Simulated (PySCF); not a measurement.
MgCl2, SMILES [Mg]([Cl])[Cl]. Heavy atoms are numbered as in [Mg:1]([Cl:2])[Cl:3].

Coordinates come from a B3LYP-D3(BJ)/def2-TZVP optimisation. The isomer is the one that the SMILES or the coordinates give; other isomers of the formula were not compared.

These are PySCF with PBE0/pcSseg-2 values and carry that method's errors.

GIAO shieldings, no solvent; atoms alike by connectivity are averaged. δ = σ(ref) − σ: ³⁵Cl against HCl (σ = 943.3 ppm), references at their B3LYP-D3(BJ)/def2-TZVP geometries, non-relativistic (without spin–orbit terms, shifts of atoms bonded to Cl or Br come out too high).

Computed chemical shifts:
| nucleus | atoms | count | δ (ppm) |
|---|---|---|---|
| ³⁵Cl | Cl2 | 2 | -128.8 |
